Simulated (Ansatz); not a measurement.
Two isomers of ClH7N2Si2: A = `N[SiH2][SiH](N)Cl`, B = `N[SiH](Cl)N[SiH3]`.

Isolated molecules relaxed with PBE0-D4/def2-TZVP in Ansatz; ΔE leaves out vibrations. CBS: MP2 limit from def2 TZ/QZ plus the TZ coupled-cluster correction, frozen cores. DFT in def2-TZVPP. B3LYP here is the variant with VWN-RPA as its local correlation; programs differ in this. Each species was taken in one conformer, which may not be the lowest.

A:

Z-matrix (Å, degrees):
```
Si
Si 1 2.336
N 1 1.727 2 104.0
H 1 1.488 2 112.2 3 -116.0
H 1 1.495 2 109.5 3 125.1
Cl 2 2.098 1 103.6 3 -56.7
N 2 1.704 1 109.2 3 65.1
H 2 1.483 1 117.8 3 -171.4
H 3 1.009 1 117.8 2 53.0
H 3 1.008 1 119.6 2 -167.9
H 7 1.008 2 121.2 1 174.1
H 7 1.008 2 119.3 1 -39.8
```

B:

```xyz
12

N    -0.7411    1.1850   -1.8697
Si    0.4393    0.3684   -0.9622
Cl    0.7492   -1.6213   -1.4532
N    -0.0382    0.3148    0.6749
Si    0.0981   -0.9698    1.8333
H    -1.7075    0.9014   -1.8346
H    -0.5020    1.5767   -2.7665
H     1.7223    1.0440   -1.2533
H    -0.4104    1.1817    1.0364
H    -0.8408   -2.0869    1.5564
H     1.4764   -1.5187    1.8859
H    -0.2450   -0.3754    3.1527
```

**Question.** Which is lower in electronic energy at CCSD(T)/CBS, and by how much? (Estimate.)

**Answer.** The calculation gave: B, by 86.6 kJ/mol.

**Question.** Give E(B) − E(A) in kJ/mol with CCSD(T)/def2-TZVPP, B3LYP-D4, r2SCAN-D4, ωB97M-V, B2PLYP, PBE-D4, CCSD/def2-TZVPP. (An estimate is asked.)

**Answer.** The calculation gave: CCSD(T)/def2-TZVPP -88.0, B3LYP-D4 -81.0, r2SCAN-D4 -80.5, ωB97M-V -88.7, B2PLYP -86.2, PBE-D4 -63.3, CCSD/def2-TZVPP -89.6. None reverses the order clearly.

Largest T1 diagnostic: 0.011.

In def2-TZVPP, CCSD(T) changes the Hartree–Fock value by +11.4 kJ/mol (the triples alone add +1.6 kJ/mol) and MP2 by +5.0 kJ/mol. From PBE to PBE0 (25 % exact exchange), in def2-TZVPP and without D4, E(B) − E(A) moves by −8.4 kJ/mol.
